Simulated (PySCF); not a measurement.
SbF⁻ at UHF-SCS-MP2

Computed with UHF-SCS-MP2; Sb aug-cc-pVDZ-PP with ECP28, F aug-cc-pVDZ; scalar-relativistic core potentials (PySCF 2.14).

```
state                          : ²Π (doublet), unpaired electrons π ↑
bond length                    : 2.043 Å
harmonic wavenumber            : 483 cm⁻¹
force constant                 : 2.26 mdyn/Å
rotational constant Be         : 0.2460 cm⁻¹
anharmonicity ωexe             : 2.68 cm⁻¹
vibration–rotation constant αe : 0.00186 cm⁻¹
well depth De to Sb + F⁻       : 135 kJ/mol
dissociation energy D0         : 132 kJ/mol
```

Correlated steps freeze 5 core orbitals. Correlated levels converge slowly with the basis: in double zeta they bind strong bonds too weakly, by up to about 1 eV, and carry superposition errors of some tenths. These are scalar-relativistic numbers at best; spin–orbit coupling would shift them, the dissociation energy most. For an ion De counts to the pair picked by the measured ionisation energies or electron affinities, which need not be the lowest pair at this level. The state was picked by a PBE0 search and need not be the measured ground state.
